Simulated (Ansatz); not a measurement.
Relaxation of ClF$_{3}$H$_{3}$HfN (9 atoms, charge 0, multiplicity 1), to a largest force component of 0.03 eV/Å in at most 50 steps.

Method: RKS r2SCAN-D4/def2-SVP in Ansatz 0.2.0.

```xyz
9
Properties=species:S:1:pos:R:3
Hf -0.553 -0.066 -0.421
Cl 0.048 1.007 3.085
F 0.879 -1.189 0.158
F -0.196 1.799 -0.623
F -1.002 -0.708 -2.160
N -2.256 -0.337 0.873
H -2.596 -1.246 1.189
H -3.031 0.326 0.923
H -1.065 0.415 2.628
```

Task: Where does it end, and by what steps?

Result: It converged. After 15 steps the energy has fallen by 1.943 eV; H9 moved furthest, 1.32 Å. Parted: Cl2–H9 (1.34 → 2.71 Å). Joined: Hf1–Cl2 (3.72 → 2.43 Å), N6–H9 (2.25 → 1.02 Å).

```tsv
step	energy less start (eV)	largest force component (eV/Å)	accepted
0	0.0000	1.421	yes
1	-0.1517	1.164	yes
2	-0.2395	0.433	yes
3	-0.2875	1.162	yes
4	-0.3607	1.263	yes
5	-0.6597	1.303	yes
6	-1.1176	1.786	yes
7	-1.3054	4.041	yes
8	-1.6821	0.715	yes
9	-1.8256	0.829	yes
10	-1.8787	0.884	yes
11	-1.5958	3.156	no
12	-1.9297	0.222	yes
13	-1.9381	0.330	yes
14	-1.9413	0.089	yes
15	-1.9427	0.020	yes
```

```xyz
9
Properties=species:S:1:pos:R:3
Hf -0.170 0.183 0.102
Cl 0.323 0.869 2.385
F 1.217 -1.110 -0.106
F 0.201 1.829 -0.789
F -1.379 -0.564 -1.222
N -2.235 -0.240 1.206
H -2.464 -1.238 1.170
H -3.008 0.224 0.720
H -2.257 0.047 2.187
```

Whether the end is a true minimum wasn't checked by a vibrational analysis.

Run time: 48 s on 4 threads of Arm Neoverse V2 (shared host), peak memory 0.22 GiB.
